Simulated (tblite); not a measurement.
C5H6N3 (doublet state).
Cartesian coordinates in Å at the GFN2-xTB level; atoms count from 1:
```
atom  x, y, z in Å
N1    -2.8131   -2.2437    0.4096
C2    -1.7817   -1.8372    0.0817
C3    -0.5543   -1.3501   -0.3163
C4    -0.2153    0.0085   -0.2316
C5    -1.0512    0.9478    0.2092
N6    -1.6405    1.8039    0.8201
C7     1.1920    0.4549   -0.6368
N8     2.1759    0.2809    0.4052
H9     0.1629   -2.0501   -0.7175
H10   -2.3426    2.4295    0.4519
H11    1.1813    1.5101   -0.9199
H12    1.5062   -0.1364   -1.5012
H13    1.9688    0.8654    1.2073
H14    2.2109   -0.6840    0.7162
```

Calculated harmonic vibrations of the isolated species, GFN2-xTB (tblite), most abundant isotopes, no scaling. The method is semi-empirical: single wavenumbers can be off by several per cent or more. One conformer, not necessarily the lowest. Open shells enter through the occupations alone, without spin polarisation, and single modes of such species can be off by tens of per cent.

Harmonic wavenumbers (cm⁻¹): 44.0, 84.8, 92.1, 177.1, 208.4, 274.9, 319.8, 364.8, 444.3, 483.7, 513.4, 576.0, 646.4, 670.2, 811.6, 875.8, 913.8, 935.6, 1063.3, 1102.5, 1110.0, 1134.2, 1287.3, 1304.0, 1343.5, 1411.9, 1464.1, 1564.6, 2144.7, 2282.6, 2961.7, 2976.1, 3079.3, 3367.0, 3393.8, 3425.8.

A = 2907, B = 1445, C = 1041 MHz; mass 108.056 u (most abundant isotopes); point group C1, symmetry number 1; spin multiplicity 2.

Question: Zero-point energy?

Answer: Half the sum of the wavenumbers: 22427 cm⁻¹ = 268.28 kJ/mol.

Question: Give the ideal-gas entropy at 200 K and 1 bar in the rigid-rotor, harmonic-oscillator model (classical rotation).

Answer: Translation 158.96, rotation 115.05, vibration 69.87, spin (R ln 2) 5.76: S = 349.6 J/(mol K).

Question: And Cp and H(200 K) − H(0)?

Answer: Cp = 107.23 J/(mol K), of which vibrations give 73.98 (their classical limit is 36 R = 299.3); H(200 K) − H(0) = 14.20 kJ/mol without the zero-point energy, 7.55 from vibrations.

Question: Which modes carry the vibrational entropy at 200 K?

Answer: 44.0 cm⁻¹: 17.91; 84.8 cm⁻¹: 12.55; 92.1 cm⁻¹: 11.89; 177.1 cm⁻¹: 6.84; 208.4 cm⁻¹: 5.69; 274.9 cm⁻¹: 3.88 J/(mol K); the other 30 give 11.11 together.

Question: Blend soft modes into free rotors: weight 1/[1 + (100 cm⁻¹/ν̃)⁴] for the oscillator and the rest for a rotor with moment μB/(μ + B), μ = h/(8π²ν), B = 10⁻⁴⁴ kg m². What vibrational entropy results?

Answer: 64.30 J/(mol K) in place of 69.87, which changes −T·S at 200 K by +1.11 kJ/mol.

Question: How do the functions run with temperature in this model?

Answer: 
| T (K) | S (J/(mol K)) | Cp (J/(mol K)) | H − H(0) (kJ/mol) | G − H(0) (kJ/mol) | ln q(vib) |
| --- | --- | --- | --- | --- | --- |
| 150 | 321.4 | 90.1 | 9.26 | -38.94 | 2.73 |
| 250 | 375.3 | 123.6 | 19.97 | -73.86 | 4.99 |
| 298.15 | 398.4 | 138.6 | 26.29 | -92.50 | 6.07 |
| 400 | 443.2 | 167.0 | 41.89 | -135.40 | 8.29 |
| 600 | 519.4 | 208.5 | 79.74 | -231.89 | 12.44 |
| 900 | 612.0 | 247.7 | 148.67 | -402.14 | 18.07 |

q(vib) and H(0) count from the zero-point level.

Question: What must be added to the electronic energy to get the Gibbs energy at 200 K and 1 bar?

Answer: ZPE + [H(200 K) − H(0)] − T·S = 268.28 + 14.20 − 69.93 = 212.55 kJ/mol.

Hindered rotation and anharmonicity are outside this model. Other conformers, if any are populated, would add a mixing term that is left out. The structure is chiral; the term R ln 2 for an equal mix with its mirror image is left out.

On one thread, AMD EPYC 7B13 (x86_64), no GPU, shared host with 96 logical CPUs at a one-minute load of 37, this took 0.39 s of wall time. This covers the Hessian and the dipole derivatives.
